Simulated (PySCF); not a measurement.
# Spinor energies of Mo⁺ (molybdenum, charge +1)

Start: [Kr] 4d5; 4d3/2 filled at m_j = -3/2, -1/2, +1/2, +3/2; 4d5/2 filled at m_j = +5/2. Calculated with PySCF 2.14 in x2c-QZVPPall-2c (13s12p9d3f2g, 133 functions): generalised Hartree-Fock with the X2C-1e Hamiltonian and a Gaussian nucleus; one run each with spin-orbit coupling (SO) switched off, then screened by Boettger's factors.

| spinor shell | electrons | ε, spin-free (eV) | ε, screened SO (eV) | weight of nominal j (screened SO) | rms radius, screened SO (bohr) |
| --- | --- | --- | --- | --- | --- |
| 1s1/2 | 2 | -20114.1 | -20113.2 | 1.000 | 0.0404 |
| 2s1/2 | 2 | -2921.7 | -2921.4 | 1.000 | 0.166 |
| 2p1/2 | 2 | -2606.0 | -2679.6 | 1.000 | 0.145 |
| 2p3/2 | 4 | -2606.0 | -2571.5 | 1.000 | 0.149 |
| 3s1/2 | 2 | -535.00 | -534.93 | 1.000 | 0.456 |
| 3p1/2 | 2 | -428.66 | -441.28 | 1.000 | 0.455 |
| 3p3/2 | 4 | -428.66 | -422.73 | 1.000 | 0.465 |
| 3d3/2 | 4 | -255.83 | -257.99 | 0.970 | 0.451 |
| 4s1/2 | 2 | -85.716 | -85.703 | 1.000 | 1.19 |
| 4p1/2 | 2 | -54.649 | -59.465 | 0.651 | 1.34 |
| 4p3/2 | 4 | -54.649 | -52.291 | 0.825 | 1.33 |
| 4d3/2 | 4 | -16.355 | -16.380 | 0.524 | 2.01 |
| 4d5/2 | 1 | -16.355 | -16.242 | 1.000 | 2.02 |

Q: Where does 3d5/2 lie, and what is the 3d spin-orbit splitting (screened SO)?

A: At -254.31 eV, 3.672 eV above 3d3/2.

| quantity | spin-free | screened SO |
| --- | --- | --- |
| E (hartree) | -4045.77180 | -4046.24918 |
| M_J | 5/2 | 5/2 |
| ⟨J²⟩ | 8.753 | 8.753 |
| ⟨L²⟩ | 0.000 | 0.014 |
| ⟨S²⟩ | 8.753 | 8.748 |

Each row is a mean over spinors that exchange with the open shell spreads, by up to 8.280 eV (4p3/2).

Rows whose weight is well below 1 are mixtures of j = l ± 1/2: exchange outweighs spin-orbit coupling there, and the label is only the starting occupation.

Breit and QED terms are absent; they matter most for the inner s and p1/2 levels.

Densities and radii are taken from the X2C orbitals without a picture-change correction, which distorts them close to the nucleus.

Without spin-orbit coupling the j labels of p, d and f shells carry no meaning; the spin-free column gives the mean over the occupied spinors of each nl shell.
